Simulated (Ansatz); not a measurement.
Molecular dynamics of CH₅ClGeSSi

Input file:

```yaml
crystal:
  periodic: [false, false, false]
  atoms:
    - { symbol: C, position_ang: [-1.206985, -0.948923, 0.281909] }
    - { symbol: Si, position_ang: [0.453094, -0.208605, 0.76312] }
    - { symbol: S, position_ang: [2.067251, -0.479196, -0.565564] }
    - { symbol: Ge, position_ang: [0.875307, 1.942251, -0.343893] }
    - { symbol: Cl, position_ang: [-0.589689, 1.931326, -2.023086] }
    - { symbol: H, position_ang: [-1.185223, -2.053731, 0.368509] }
    - { symbol: H, position_ang: [-2.000352, -0.559333, 0.951599] }
    - { symbol: H, position_ang: [-1.443295, -0.667235, -0.76245] }
    - { symbol: H, position_ang: [0.784723, -0.310748, 2.223839] }
    - { symbol: H, position_ang: [2.328267, 1.303194, -0.891081] }
basis:
  gaussian: { orbitals: def2-SVP }
hamiltonian:
  xc: pbe
  dispersion: d4
md:
  timestep: 0.5
  n_steps: 200
  ensemble: nve
  temperature: 100.0
  initial_velocities: maxwell_boltzmann
  seed: 7395
```

Command:

```bash
$ ansatz run input.yaml --threads 2 --pin off --max-ram 3072MiB --backend cpu --events-out ev --progress --plain --runs-dir out
```

It starts at the highest image of a converged band, a first-order saddle point between two minima.

Output, in part (step lines, the closing report, with atoms numbered from 0):

```
md step     0: t =     0.00 fs  T =   100.0 K  F+E_penalty+E_count = -88832.63652688 eV  E_kin = 0.103408 eV  conserved = -88832.53311888 eV  (31 SCF iters)
md step     1: t =     0.50 fs  T =    98.8 K  F+E_penalty+E_count = -88832.63523233 eV  E_kin = 0.102134 eV  conserved = -88832.53309803 eV  (31 SCF iters)
md step     2: t =     1.00 fs  T =    95.4 K  F+E_penalty+E_count = -88832.63170699 eV  E_kin = 0.098660 eV  conserved = -88832.53304689 eV  (31 SCF iters)
md step     3: t =     1.50 fs  T =    90.7 K  F+E_penalty+E_count = -88832.62674554 eV  E_kin = 0.093766 eV  conserved = -88832.53297923 eV  (32 SCF iters)
md step     4: t =     2.00 fs  T =    85.6 K  F+E_penalty+E_count = -88832.62140650 eV  E_kin = 0.088495 eV  conserved = -88832.53291165 eV  (31 SCF iters)
md step     5: t =     2.50 fs  T =    81.1 K  F+E_penalty+E_count = -88832.61675227 eV  E_kin = 0.083893 eV  conserved = -88832.53285921 eV  (32 SCF iters)
md step     6: t =     3.00 fs  T =    78.1 K  F+E_penalty+E_count = -88832.61360936 eV  E_kin = 0.080777 eV  conserved = -88832.53283271 eV  (31 SCF iters)
md step     7: t =     3.50 fs  T =    76.9 K  F+E_penalty+E_count = -88832.61239717 eV  E_kin = 0.079561 eV  conserved = -88832.53283628 eV  (31 SCF iters)
[... lines left out ...]
Total energy: -88832.63800716 eV, -3264.5392338384 hartree
Atom 0 at    -1.031213    -1.283256     0.125881 Å, force    -0.158482     0.165942     0.416815 eV/Å
Atom 1 at     0.344884    -0.073204     0.627087 Å, force    -1.312329     0.619562     0.400249 eV/Å
Atom 2 at     2.050461    -0.699491    -0.469593 Å, force     0.436158     0.368544    -2.240820 eV/Å
Atom 3 at     0.954455     2.130044    -0.386196 Å, force    -0.527900    -0.334926     0.102489 eV/Å
Atom 4 at    -0.740206     1.869879    -1.882623 Å, force     0.350937     0.069090    -0.002401 eV/Å
Atom 5 at    -0.492355    -2.237634     0.185400 Å, force     0.027190    -0.532790     0.126763 eV/Å
Atom 6 at    -1.931247    -1.334850     0.790349 Å, force     0.326515     0.175170    -0.249211 eV/Å
Atom 7 at    -1.324622    -1.178388    -0.927920 Å, force    -0.173740     0.280352    -0.218758 eV/Å
Atom 8 at     0.674398    -0.297178     2.064465 Å, force     0.115654    -0.028796     0.339297 eV/Å
Atom 9 at     2.603119    -1.392071     0.483236 Å, force     0.915998    -0.782147     1.325578 eV/Å
Dipole moment:     0.145686    -0.193142     0.456338 e Å
```

The steps, from the saved trajectory:

| time (fs) | T (K) | potential energy less start (eV) | conserved less start (meV/atom) |
| --- | --- | --- | --- |
| 0.0 | 100 | 0.000 | 0.00 |
| 3.0 | 78 | 0.023 | 0.03 |
| 6.0 | 86 | 0.014 | 0.01 |
| 9.0 | 96 | 0.005 | 0.02 |
| 12.0 | 121 | -0.021 | 0.01 |
| 15.0 | 136 | -0.037 | 0.00 |
| 18.0 | 145 | -0.046 | 0.03 |
| 21.0 | 234 | -0.138 | -0.02 |
| 24.0 | 232 | -0.136 | 0.01 |
| 27.0 | 234 | -0.138 | 0.02 |
| 30.0 | 292 | -0.199 | -0.02 |
| 33.0 | 261 | -0.166 | 0.04 |
| 36.0 | 315 | -0.223 | -0.03 |
| 39.0 | 297 | -0.204 | 0.01 |
| 42.0 | 300 | -0.206 | 0.03 |
| 45.0 | 368 | -0.277 | -0.03 |
| 48.0 | 360 | -0.269 | 0.03 |
| 51.0 | 397 | -0.307 | -0.02 |
| 54.0 | 356 | -0.264 | 0.03 |
| 57.0 | 444 | -0.356 | -0.03 |
| 60.0 | 444 | -0.355 | 0.04 |
| 63.0 | 475 | -0.388 | -0.05 |
| 66.0 | 377 | -0.286 | 0.03 |
| 69.0 | 390 | -0.300 | -0.01 |
| 72.0 | 372 | -0.282 | -0.01 |
| 75.0 | 328 | -0.236 | -0.01 |
| 78.0 | 294 | -0.200 | 0.00 |
| 81.0 | 248 | -0.153 | 0.02 |
| 84.0 | 272 | -0.179 | -0.05 |
| 87.0 | 191 | -0.093 | 0.03 |
| 90.0 | 181 | -0.084 | -0.03 |
| 93.0 | 97 | 0.004 | 0.04 |
| 96.0 | 139 | -0.040 | -0.04 |
| 99.0 | 82 | 0.020 | 0.07 |

All steps were run. The conserved energy stayed within 0.065 meV per atom of its start (net change 0.039 meV per atom), so the integration is sound. The system heated up, since it started high on the potential surface and ran downhill. A run of 0.1 ps of so small a system gives no equilibrium averages. The orbitals stay closed-shell, which can raise the energy where a bond breaks towards radicals; this wasn't checked here.

The step under study would form S3–H10 and break Ge4–H10. These pairs go: S3–H10 1.83 → 1.30 Å, Ge4–H10 1.68 → 3.98 Å. In the last frame they stand as after the step (other bonds may differ from the relaxed reactants and products). Also parted: S3–Ge4 2.71 → 3.04 Å. It ends as one piece, CH5ClGeSSi. Pairs count as bonded within 1.25 times the sum of covalent radii (0.12 Å more for H–H).

Last frame:

```xyz
10
Properties=species:S:1:pos:R:3
C -1.031 -1.283 0.126
Si 0.345 -0.073 0.627
S 2.050 -0.700 -0.470
Ge 0.955 2.130 -0.386
Cl -0.740 1.870 -1.883
H -0.492 -2.238 0.185
H -1.931 -1.335 0.790
H -1.325 -1.178 -0.928
H 0.674 -0.297 2.064
H 2.603 -1.392 0.483
```

Time of the run: 9.5 min on 2 threads of Arm Neoverse V1, with other jobs on the host, peak memory 0.18 GiB.
